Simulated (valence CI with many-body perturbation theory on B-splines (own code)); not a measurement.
# Te IV in brief

Calculated by valence CI with perturbative core correlation (CI+MBPT): three valence electrons over a frozen Dirac-Fock core [Kr] 4d10, a basis of 9 s, 9 p, 8 d, 6 f, 3 g, 1 h functions for each j, with the one-electron correlation potential Σ1, the two-electron term Σ2, the three-electron term Σ3, Breit, model QED; selected CI, second order for the rest, scaled by the run's own slope (own B-spline code, finite nucleus).

Set against measurement, 9 paired levels are off by 310 cm⁻¹ on average, the worst by 637. These come from a selection out of Moore, Atomic Energy Levels, vol. III, NSRDS-NBS 35 (1971 reprint of NBS Circular 467, 1958), an old analysis. Levels without a partner in it may be off by more.

Names give the largest LS component (configuration and term), which can be under half, so a name can repeat, a term be missing and a line seem to break the LS rules; names also repeat where a configuration has a term twice.

Rates and lifetimes use the calculated energies. Strong lines usually hold to 10 to 20 %, long lifetimes can be off by a factor of two.

Question: What is the ground level?

Answer: 5s²5p ²P°_1/2, composition 97 % 5s²5p ²P°, g = 0.666.

Question: What is the ionisation energy?

Answer: 37.638 eV; NIST lists 37.4155 eV (measured).

Question: Name the longest-lived excited levels whose lifetime is computed, and their main decay.

Answer: 5s²5p ²P°_3/2 at 9227 cm⁻¹ lives 140 ms, mostly by M1 to 5s²5p ²P°_1/2. The lifetime of 5s5p5d ⁴F°_9/2 is too uncertain to give, and may be longer.

Question: How is the term ²P° of the ground level split?

Answer: J = 1/2 at 0.0, J = 3/2 at 9227 cm⁻¹.

Question: How well does LS coupling describe the low levels?

Answer: Among the lowest 20 levels the leading LS term, summed over configurations, holds 92 % on average. For single configurations the figures are 83 % in LS and 76 % in jj coupling. Terms mix most in the J = 1/2 level at 119145 cm⁻¹, where the leading one holds 55 %.
